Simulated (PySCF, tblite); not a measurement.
Isomers of [C6H10FO3S]- (charge -1), one GFN2-xTB conformer each. Single-point energies are computed at PBE0/pcSseg-1 (PySCF, gas phase, no added dispersion term), electronic only.

```json
{"SMILES": "C[C@@H]1[C@@H](CF)[C@@]1(C)S(=O)(=O)[O-]", "GFN2-xTB relative energy (kJ/mol)": "100.7"}
{"SMILES": "C[C@@H]1[C@H](CF)[C@@]1(C)S(=O)(=O)[O-]", "GFN2-xTB relative energy (kJ/mol)": "119.0"}
{"SMILES": "O=S(=O)([O-])[C@@H]1CCC[C@@H](F)C1", "GFN2-xTB relative energy (kJ/mol)": "0.0"}
{"SMILES": "O=S(=O)([O-])[C@@H]1CCC[C@H](F)C1", "GFN2-xTB relative energy (kJ/mol)": "7.5"}
```

Conformers: `[CH3:1][C@@H:2]1[C@@H:3]([CH2:4][F:5])[C@@:6]1([CH3:7])[S:8](=[O:9])(=[O:10])[O-:11]` (charge -1) with C2–C3–C4–F5 -94°, C3–C6–S8–O9 -64°; `[CH3:1][C@@H:2]1[C@H:3]([CH2:4][F:5])[C@@:6]1([CH3:7])[S:8](=[O:9])(=[O:10])[O-:11]` (charge -1) with C2–C3–C4–F5 81°, C3–C6–S8–O9 158°; `[O:1]=[S:2](=[O:3])([O-:4])[C@@H:5]1[CH2:6][CH2:7][CH2:8][C@@H:9]([F:10])[CH2:11]1` (charge -1) with O1–S2–C5–C6 65°, S2–C5–C6–C7 -72°, C5–C6–C7–C8 -56°, C6–C7–C8–C9 62°, C7–C8–C9–F10 178°; `[O:1]=[S:2](=[O:3])([O-:4])[C@@H:5]1[CH2:6][CH2:7][CH2:8][C@H:9]([F:10])[CH2:11]1` (charge -1) with O1–S2–C5–C6 -60°, S2–C5–C6–C7 -170°, C5–C6–C7–C8 55°, C6–C7–C8–C9 -57°, C7–C8–C9–F10 -179°.

Q: What does PBE0/pcSseg-1 give for the same structures?

A: 
```tsv
SMILES	PBE0/pcSseg-1 E (Eh)	PBE0/pcSseg-1 (kJ/mol)	GFN2-xTB (kJ/mol)	point group
O=S(=O)([O-])[C@@H]1CCC[C@@H](F)C1	-957.58251	0.0	0.0	C1
O=S(=O)([O-])[C@@H]1CCC[C@H](F)C1	-957.58134	3.1	7.5	C1
C[C@@H]1[C@@H](CF)[C@@]1(C)S(=O)(=O)[O-]	-957.54187	106.7	100.7	C1
C[C@@H]1[C@H](CF)[C@@]1(C)S(=O)(=O)[O-]	-957.53972	112.3	119.0	C1
```

Both levels put the same isomer lowest; measured from each level's own lowest isomer, the values differ by up to 6.7 kJ/mol (C[C@@H]1[C@H](CF)[C@@]1(C)S(=O)(=O)[O-]: 119.0 against 112.3). As drawn, the highest has a three-membered ring, which the lowest lacks. Neighbours under 21 kJ/mol apart (O=S(=O)([O-])[C@@H]1CCC[C@@H](F)C1 and O=S(=O)([O-])[C@@H]1CCC[C@H](F)C1; C[C@@H]1[C@@H](CF)[C@@]1(C)S(=O)(=O)[O-] and C[C@@H]1[C@H](CF)[C@@]1(C)S(=O)(=O)[O-]) can change places with a better method, another conformer or zero-point energy. O=S(=O)([O-])[C@@H]1CCC[C@@H](F)C1 and O=S(=O)([O-])[C@@H]1CCC[C@H](F)C1 are stereoisomers, 3.1 kJ/mol apart in the conformers taken. C[C@@H]1[C@@H](CF)[C@@]1(C)S(=O)(=O)[O-] and C[C@@H]1[C@H](CF)[C@@]1(C)S(=O)(=O)[O-] are stereoisomers, 5.6 kJ/mol apart in the conformers taken.

Q: What happens when harmonic zero-point energies from GFN2-xTB frequencies are added?

A: 
```json
{"SMILES": "O=S(=O)([O-])[C@@H]1CCC[C@@H](F)C1", "ZPE (kJ/mol)": "424.1", "electronic (kJ/mol)": "0.0", "with ZPE (kJ/mol)": "0.0"}
{"SMILES": "O=S(=O)([O-])[C@@H]1CCC[C@H](F)C1", "ZPE (kJ/mol)": "423.7", "electronic (kJ/mol)": "3.1", "with ZPE (kJ/mol)": "2.7"}
{"SMILES": "C[C@@H]1[C@@H](CF)[C@@]1(C)S(=O)(=O)[O-]", "ZPE (kJ/mol)": "413.4", "electronic (kJ/mol)": "106.7", "with ZPE (kJ/mol)": "96.0"}
{"SMILES": "C[C@@H]1[C@H](CF)[C@@]1(C)S(=O)(=O)[O-]", "ZPE (kJ/mol)": "412.9", "electronic (kJ/mol)": "112.3", "with ZPE (kJ/mol)": "101.2"}
```

The zero-point energies span 11.2 kJ/mol. The order is unchanged.
